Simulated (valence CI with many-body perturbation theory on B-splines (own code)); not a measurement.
## E1 transitions of Ni²³⁺

Method: relativistic CI+MBPT: three valence electrons over a frozen Dirac-Fock core [He], a basis of 11 s, 11 p, 9 d, 7 f, 5 g, 2 h, 1 i functions for each j, with the one-electron correlation potential Σ1, the two-electron term Σ2, the three-electron term Σ3, Breit, model QED; selected CI, second order for the rest (own B-spline code, finite nucleus).

No measured levels were compared; by estimate levels of excited configurations hold to 0.05 to 0.15 % of their energy, terms of the ground configuration to about 0.5 %.

Lines 1 to 50 of 256 in falling wavelength, among levels below 11153 × 10³ cm⁻¹, chosen from the strongest by gf and those to the six lowest levels. Wavelengths and rates use the calculated energies, so an error of 800 cm⁻¹ moves a line at 62.72 nm by 0.5 % and its rate by three times that or more. Electric multipoles are in the length gauge, E1 and E2 with the static RPA response of the core. Weak lines are less certain than strong ones. Lines between different terms over intervals too small for the method are left out, as are lines whose strength nearly cancels. Where a level lies close to another of its J and parity, the split of strength between their lines is uncertain. The highest levels of a list are the least certain.

Names give the largest LS component (configuration and term), which can be under half, so a name can repeat, a term be missing and a line seem to break the LS rules; names also repeat where a configuration has a term twice. Letters in brackets count levels of one name in rising energy.

```
λ vac (nm)                 Upper                 Lower   A (s⁻¹)  S (a.u.)
     62.72      2s 2p 3d 4F°_9/2       2s 2p 3p 4D_7/2  5.23e+08  6.37e-01
     62.02         2p2 3d 4F_5/2  2s 2p 3d 2P°_3/2 [c]  3.31e+08  2.34e-01
     61.03        2p2 3p 4P°_5/2         2p2 3s 4P_5/2  3.87e+08  2.61e-01
     59.94      2s 2p 3d 4F°_7/2       2s 2p 3p 4D_5/2  5.78e+08  4.91e-01
     58.04      2s 2p 3d 4D°_7/2       2s 2p 3p 4P_5/2  3.53e+08  2.73e-01
     57.70  2s 2p 3d 2F°_7/2 [b]   2s 2p 3p 2D_5/2 [b]  5.82e+08  4.42e-01
     55.40         2p2 3d 4F_5/2  2s 2p 3d 2P°_3/2 [b]  3.76e+08  1.89e-01
     52.88      2s 2p 3d 2D°_5/2   2s 2p 3p 2P_3/2 [b]  5.88e+08  2.58e-01
     52.36      2s 2p 3d 4P°_5/2   2s 2p 3p 2P_3/2 [a]  6.02e+08  2.56e-01
     51.87         2s2 3d 2D_5/2        2s2 3p 2P°_3/2  8.25e+08  3.41e-01
     51.39      2s 2p 3d 4F°_5/2       2s 2p 3p 4D_3/2  6.34e+08  2.55e-01
     50.26   2s 2p 3p 2D_3/2 [b]  2s 2p 3s 2P°_3/2 [b]  6.73e+08  1.69e-01
     49.65        2p2 3p 4D°_5/2         2p2 3s 4P_3/2  1.19e+09  4.32e-01
     49.60        2p2 3p 2P°_3/2         2p2 3s 2P_3/2  7.10e+08  1.71e-01
     49.51         2p2 3d 4F_3/2        2p2 3p 4D°_1/2  6.95e+08  1.67e-01
     49.48   2s 2p 3p 2D_3/2 [a]  2s 2p 3s 2P°_1/2 [a]  7.36e+08  1.76e-01
     49.41        2p2 3p 4D°_7/2         2p2 3s 4P_5/2  1.54e+09  7.33e-01
     49.19  2s 2p 3d 2F°_5/2 [c]   2s 2p 3p 2D_3/2 [b]  6.75e+08  2.38e-01
     49.04  2s 2p 3d 2F°_5/2 [a]   2s 2p 3p 2D_3/2 [a]  8.65e+08  3.02e-01
     48.91      2s 2p 3d 4F°_3/2       2s 2p 3p 4D_1/2  8.00e+08  1.85e-01
     47.68  2s 2p 3d 2P°_3/2 [b]         2p2 3s 4P_1/2  9.85e+08  2.11e-01
     47.62  2s 2p 3d 2F°_5/2 [b]       2s 2p 3p 4S_3/2  5.92e+08  1.89e-01
     47.16        2p2 3p 2F°_5/2         2p2 3s 2P_3/2  1.16e+09  3.59e-01
     45.14  2s 2p 3d 2F°_7/2 [a]   2s 2p 3p 2D_5/2 [a]  1.15e+09  4.19e-01
     44.94       2s 2p 3p 4P_3/2      2s 2p 3s 4P°_5/2  8.52e+08  1.53e-01
     44.82   2s 2p 3p 2D_5/2 [a]  2s 2p 3s 2P°_3/2 [a]  1.25e+09  3.33e-01
     44.46         2s2 3d 2D_3/2        2s2 3p 2P°_1/2  1.06e+09  1.84e-01
     44.32       2s 2p 3p 4D_7/2      2s 2p 3s 4P°_5/2  1.81e+09  6.23e-01
     44.01   2s 2p 3p 2D_5/2 [b]  2s 2p 3s 2P°_3/2 [b]  1.28e+09  3.24e-01
     42.67  2s 2p 3d 2D°_3/2 [a]   2s 2p 3p 2P_1/2 [a]  1.00e+09  1.54e-01
     42.35       2s 2p 3p 4D_5/2      2s 2p 3s 4P°_3/2  1.99e+09  4.47e-01
     41.36        2p2 3p 4S°_3/2         2p2 3s 4P_5/2  1.80e+09  2.51e-01
     41.35       2s 2p 3p 4P_5/2      2s 2p 3s 4P°_5/2  1.62e+09  3.40e-01
     41.12        2s2 3p 2P°_3/2         2s2 3s 2S_1/2  2.02e+09  2.78e-01
     41.05   2s 2p 3p 2P_3/2 [b]  2s 2p 3s 2P°_1/2 [b]  1.26e+09  1.72e-01
     39.82       2s 2p 3p 4S_3/2      2s 2p 3s 4P°_5/2  1.27e+09  1.58e-01
     39.79       2s 2p 3p 4P_1/2      2s 2p 3s 4P°_3/2  2.36e+09  1.47e-01
     39.76   2s 2p 3p 2S_1/2 [a]  2s 2p 3s 2P°_3/2 [a]  2.19e+09  1.36e-01
     39.35   2s 2p 3p 2P_3/2 [a]      2s 2p 3s 4P°_1/2  1.80e+09  2.16e-01
     37.82        2p2 3p 2F°_5/2         2p2 3s 4P_5/2  9.13e+08  1.46e-01
     33.00   2s 2p 3p 2D_5/2 [a]      2s 2p 3s 4P°_5/2  1.08e+09  1.15e-01
     22.48         2s 2p2 4P_5/2        2s2 2p 2P°_3/2  1.42e+08  4.79e-03
     20.73           2p3 2D°_5/2         2s 2p2 2P_3/2  3.48e+09  9.18e-02
     17.45         2p2 3s 2D_5/2  2s 2p 3s 2P°_3/2 [b]  8.09e+09  1.27e-01
     17.24           2p3 4S°_3/2         2s 2p2 2D_3/2  3.64e+08  3.68e-03
     15.98           2p3 2D°_3/2         2s 2p2 2P_1/2  8.40e+09  6.77e-02
     15.72        2p2 3p 4P°_5/2       2s 2p 3p 4P_5/2  4.59e+09  5.28e-02
     15.05         2p2 3d 4F_5/2      2s 2p 3d 4F°_7/2  7.26e+09  7.33e-02
     14.57         2p2 3s 2P_3/2  2s 2p 3s 2P°_3/2 [a]  9.25e+09  5.64e-02
     14.47        2p2 3p 4D°_7/2       2s 2p 3p 4D_7/2  8.51e+09  1.02e-01
```
